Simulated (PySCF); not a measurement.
C2H7F2NSi, SMILES N[SiH2]CC(F)F. Atoms are numbered in the order given.

```xyz
13

N      2.8012    -0.3261    -0.0269
Si     1.2154     0.3542    -0.1928
C     -0.1767    -0.8574     0.3156
C     -1.5826    -0.3214     0.1979
F     -1.7317     0.7891     0.9785
F     -1.8393     0.0522    -1.0904
H      3.1458    -1.0160    -0.6865
H      3.2236    -0.4517     0.8873
H      1.1422     1.5526     0.6857
H      1.0269     0.7169    -1.6233
H     -0.0940    -1.7665    -0.3041
H     -0.0060    -1.1697     1.3598
H     -2.3677    -1.0407     0.4948
```
Charge 0, spin multiplicity 1.

Coordinates come from a B3LYP-D3(BJ)/def2-SVP optimisation. The structure was generated by enumeration, and PubChem lists no compound with its InChIKey, so it may never have been made. The values are those of a single conformer.

All values below come from SMD-PBE0/6-31G* (PySCF).

Solvation free energies are E(SMD) − E(gas) at the gas-phase geometry, for 1 M in both phases. In vacuum the dipole moment is 3.41 D.

Computed solvation free energies in water, chloroform, cyclohexanone:
| solvent | ΔG(solv) (kcal/mol) | its non-electrostatic (CDS) part | dipole (D) |
|---|---|---|---|
| water | -2.5 | 4.9 | 4.41 |
| chloroform | -4.8 | 0.3 | 4.08 |
| cyclohexanone | -5.1 | 1.7 | 4.31 |
